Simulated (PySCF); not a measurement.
Isomers of C8H10O, mass 122.073 u with the commonest isotopes. Method used: PBE0/pcSseg-1 in PySCF (dipole) on a GFN2-xTB geometry, gas phase. One conformer each, none proved a minimum here; rigid rotors.

Question: Order these by radius of gyration √(Σ m r²/M), smallest first.
A. `[CH2:1]=[CH:2][CH2:3][C:4]1=[CH:5][C:6](=[O:7])[CH2:8][CH2:9]1` with C1–C2–C3–C4 118°, C2–C3–C4–C5 110°
B. `[CH3:1][CH2:2][c:3]1[cH:4][cH:5][cH:6][c:7]([OH:8])[cH:9]1` with C1–C2–C3–C4 -87°, C6–C7–O8–H 0° (3-ethylphenol)
C. `[CH3:1][O:2][CH2:3][c:4]1[cH:5][cH:6][cH:7][cH:8][cH:9]1` with C1–O2–C3–C4 67°, O2–C3–C4–C5 -133°

Answer: C (2.153 Å), B (2.180 Å), A (2.349 Å).

Question: Order these by out-of-plane moment Σ m c² = (Ia + Ib − Ic)/2, smallest first.
A. `[CH3:1][CH2:2][c:3]1[cH:4][cH:5][cH:6][c:7]([OH:8])[cH:9]1` with C1–C2–C3–C4 -87°, C6–C7–O8–H 0°
B. `[CH3:1][O:2][CH2:3][c:4]1[cH:5][cH:6][cH:7][cH:8][cH:9]1` with C1–O2–C3–C4 67°, O2–C3–C4–C5 -133°
C. `[CH2:1]=[C:2]=[C:3]([CH:4]=[O:5])[C@@H:6]([CH3:7])[CH:8]=[CH2:9]` with C2–C3–C4–O5 -179°, C2–C3–C6–C7 -77°, C3–C6–C8–C9 116°
D. `[CH2:1]=[CH:2][CH2:3][C:4]1=[CH:5][C:6](=[O:7])[CH2:8][CH2:9]1` with C1–C2–C3–C4 118°, C2–C3–C4–C5 110°
E. `[CH3:1][O:2][c:3]1[cH:4][cH:5][cH:6][c:7]([CH3:8])[cH:9]1` with C1–O2–C3–C4 0° (3-methylanisole)

Answer: E (3.17 u·Å²), A (21.00 u·Å²), D (26.05 u·Å²), B (44.88 u·Å²), C (89.13 u·Å²).

Question: Order these by rotational constant C, largest first.
A. `[CH3:1][O:2][c:3]1[cH:4][cH:5][cH:6][c:7]([CH3:8])[cH:9]1` with C1–O2–C3–C4 0°
B. `[CH3:1][O:2][CH2:3][c:4]1[cH:5][cH:6][cH:7][cH:8][cH:9]1` with C1–O2–C3–C4 67°, O2–C3–C4–C5 -133°
C. `[CH3:1][CH2:2][c:3]1[cH:4][cH:5][cH:6][c:7]([OH:8])[cH:9]1` with C1–C2–C3–C4 -87°, C6–C7–O8–H 0°
D. `[CH2:1]=[C:2]=[C:3]([CH:4]=[O:5])[C@@H:6]([CH3:7])[CH:8]=[CH2:9]` with C2–C3–C4–O5 -179°, C2–C3–C6–C7 -77°, C3–C6–C8–C9 116°
E. `[CH2:1]=[CH:2][CH2:3][C:4]1=[CH:5][C:6](=[O:7])[CH2:8][CH2:9]1` with C1–C2–C3–C4 118°, C2–C3–C4–C5 110°

Answer: D (1012 MHz), B (969.8 MHz), C (904.2 MHz), A (867.5 MHz), E (780.2 MHz).

```
                SMILES  point group  Ia (u·Å²)  Ib (u·Å²)  Ic (u·Å²)      κ  μa (D)  μb (D)  μc (D)
         CCc1cccc(O)c1           C1     168.05     432.84     558.90  -0.75    0.52    0.85    0.30
           COCc1ccccc1           C1     140.64     470.20     521.10  -0.92    0.65    0.73    0.76
      C=CCC1=CC(=O)CC1           C1     113.05     586.84     647.79  -0.96    3.97    1.19    0.83
C=C=C(C=O)[C@@H](C)C=C           C1     307.27     370.53     499.54   0.11    0.11    3.34    0.44
         COc1cccc(C)c1            –     141.42     447.50     582.58  -0.81    0.72    0.68    0.06
```
